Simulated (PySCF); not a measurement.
Isomers C3H10O2Si2:

A. SMILES O=C(CC[SiH3])O[SiH3]
B. `InChI=1S/C3H10O2Si2/c1-4-3-2-7(3)5-6/h3,7H,2H2,1,6H3/t3-,7-/m0/s1`
C. SMILES C=CO[SiH2]OC[SiH3]
D. `CCC(=O)O[SiH2][SiH3]`

Spectrum 1. ¹H NMR (400 MHz, computed): δ 6.57 (m, 1H), 5.05 (s, 2H), 4.33 (m, 1H), 4.16 (m, 1H), 3.98 (m, 3H), 3.87 (m, 2H). ¹³C{¹H} NMR (computed): δ 155.3 (CH), 94.7 (CH2), 49.5 (CH2).

Spectrum 2. ¹H NMR (400 MHz, computed): δ 5.04 (s, 3H), 4.86 (m, 1H), 3.59 (s, 3H), 3.56 (m, 1H), 1.28 (m, 1H), 0.96 (m, 1H). ¹³C{¹H} NMR (computed): δ 66.5 (CH), 63.9 (CH3), 10.2 (CH2).

Spectrum 3. ¹H NMR (400 MHz, computed): δ 5.10 (q, 2H), 3.86 (t, 3H), 2.34 (q, 2H), 1.13 (t, 3H). ¹³C{¹H} NMR (computed): δ 182.9 (C), 32.3 (CH2), 10.9 (CH3).

Spectrum 4. ¹H NMR (400 MHz, computed): δ 4.81 (s, 3H), 4.11 (t, 3H), 2.65 (t, 2H), 0.90 (m, 2H). ¹³C{¹H} NMR (computed): δ 187.0 (C), 34.5 (CH2), 6.5 (CH2).

[PySCF 2.14.0 with density-fitted response routines: GIAO PBE0/pcSseg-1 shieldings; structure optimised with GFN2-xTB; non-relativistic; one averaged value for each set of equivalent atoms; one computed conformer; gas phase]

δ = σ(ref) − σ, references computed at the same level: ¹H and ¹³C against TMS. Where no couplings were computed, multiplicities follow the n + 1 count of equivalent neighbours, and m marks all less simple cases (inequivalent or close neighbours, rings, F or P nearby). Shifts are as computed. Against solution values, carbons near 30 ppm lie about +3 ppm off and those near 130 ppm about +5 ppm. Of 1211 compounds with measured shifts, 218 miss one by over three times the rms of a fit or turn the order of signals round; such compounds aren't used in these exercises.

Which spectrum belongs to which compound?

Answers

1–C, 2–B, 3–D, 4–A.

- Spectrum 1 (C): 3 ¹³C signals; δC 155.3 is an alkene carbon bearing oxygen; δC 94.7 is a β carbon of an enol-ether or enamine type C=C.
- Spectrum 2 (B): 3 ¹³C signals; δC 66.5 is a three-membered-ring carbon; δC 63.9 is a methyl carbon bonded to O.
- Spectrum 3 (D): 3 ¹³C signals; δC 32.3 is an sp3 CH2 α to a carbonyl; δC 10.9 is a methyl carbon.
- Spectrum 4 (A): 3 ¹³C signals; δC 34.5 is an sp3 CH2 α to a carbonyl; δC 6.5 is an sp3 CH2 bonded to Si.
